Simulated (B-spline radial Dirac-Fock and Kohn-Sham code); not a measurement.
Z = 73 (tantalum), transition energy 752 keV. Calculated with an atomic code on a B-spline grid, using a Dirac-Hartree-Slater potential of the neutral atom with a Latter tail (no hole, which puts coefficients of high multipoles low close above an edge), finite nucleus with surface currents. Subshells that would emit electrons below 1 keV are left out.

Task: A pure transition shows α(K) = 0.0143, L1/L2 = 1.52 and L1/L3 = 6.01. What is its multipolarity?
A. M3
B. E1
C. E2
D. M1
E. E3
F. M4
G. M2
H. E4

Result: E. For comparison, α(K), L1/L2, L1/L3 are E1 0.00249, 14.0, 16.2; E2 0.00631, 3.58, 9.00; E4 0.0308, 0.901, 4.34; M1 0.0154, 13.7, 116; M2 0.0402, 9.37, 51.2; M3 0.0855, 6.62, 15.6; M4 0.175, 4.99, 6.75.
